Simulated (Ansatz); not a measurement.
Two members of one family (Series (HBeX)2), computed with Ansatz in the gas phase. Binding counts from free atoms in the multiplicity of their measured ground term, without zero-point energy. The structures are stationary points that may keep the symmetry of their start.

First: (HBe-mu-F)2 (singlet, charge 0, PBE-D4/def2-TZVP geometry).

Cartesian coordinates in Å:
```
Be 0.4309 -0.8410 0.5808
H 0.9521 -1.8554 1.2811
F -0.1336 -0.6795 -0.8849
Be -0.4315 0.8408 -0.5810
H -0.9518 1.8555 -1.2810
F 0.1339 0.6796 0.8850
```

```csv
level,HOMO (eV),LUMO (eV),gap (eV),binding per atom (eV)
r2SCAN-D4/def2-TZVP,-7.93,-0.67,7.26,3.58
B3LYP-D4/def2-TZVP,-8.79,-0.61,8.17,3.55
PBE0-D4/def2-SVP,-8.98,-0.38,8.60,3.52
PBE0-D4/def2-TZVPD,-8.97,-0.52,8.45,3.50
ωB97X-V/def2-TZVP,-11.54,1.46,13.00,3.52
```

Second: (HBe-mu-H)2 (singlet, charge 0, PBE-D4/def2-TZVP geometry).

Cartesian coordinates in Å:
```
Be -0.923 0.246 0.320
H -2.149 0.577 0.749
H -0.129 -1.007 0.405
Be 0.923 -0.247 -0.322
H 2.151 -0.575 -0.744
H 0.127 1.005 -0.408
```

**Question.** Estimate how these quantities change from the first to the second (second minus first).

**Answer.** 
```json
{"level": "r2SCAN-D4/def2-TZVP", "Δ HOMO (eV)": "0.21", "Δ LUMO (eV)": "-2.18", "Δ gap (eV)": "-2.39", "Δ binding per atom (eV)": "-1.13"}
{"level": "B3LYP-D4/def2-TZVP", "Δ HOMO (eV)": "0.23", "Δ LUMO (eV)": "-1.99", "Δ gap (eV)": "-2.22", "Δ binding per atom (eV)": "-1.09"}
{"level": "PBE0-D4/def2-SVP", "Δ HOMO (eV)": "0.27", "Δ LUMO (eV)": "-2.05", "Δ gap (eV)": "-2.32", "Δ binding per atom (eV)": "-1.13"}
{"level": "PBE0-D4/def2-TZVPD", "Δ HOMO (eV)": "0.21", "Δ LUMO (eV)": "-1.92", "Δ gap (eV)": "-2.13", "Δ binding per atom (eV)": "-1.10"}
{"level": "ωB97X-V/def2-TZVP", "Δ HOMO (eV)": "0.24", "Δ LUMO (eV)": "-1.83", "Δ gap (eV)": "-2.07", "Δ binding per atom (eV)": "-1.10"}
```
